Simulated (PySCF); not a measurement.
AuClH₃N, SMILES [NH3]->[Au][Cl], multiplicity 1. Atoms are numbered in the order given.

```xyz
6

N      0.0000     0.0000    -2.2481
H     -0.8282     0.4781    -2.6130
H      0.8282     0.4781    -2.6130
H      0.0000    -0.9563    -2.6130
Au     0.0000     0.0000    -0.1513
Cl     0.0000     0.0000     2.0897
```
Charge 0, spin multiplicity 1.

Coordinates come from a PBE-D3(BJ)/def2-TZVP optimisation. The spin state was assumed, not searched. The def2 effective core potentials stand for the cores of Au; spin–orbit coupling is left out.

Level of theory: PBE-D3(BJ)/def2-TZVP (PySCF).

Frequencies are harmonic and unscaled.

Modes within 1.5 cm⁻¹ of each other (mostly degenerate sets) share a row, with their intensities summed.

```tsv
mode	ν (cm⁻¹)	IR (km/mol)	moving atoms (share of kinetic energy)
1–2	130	15.8	N 39 %, Cl 25 %, Au 18 %, H 17 %
3	367	17.8	Cl 85 %, Au 11 %
4	438	3.5	N 74 %, H 16 %, Au 10 %
5–6	671	32.1	H 86 %, N 13 %
7	1201	91.1	H 84 %, N 16 %
8–9	1607	54.1	H 95 %
10	3376	3.2	H 98 %
11–12	3477	85.2	H 92 %, N 8 %
```
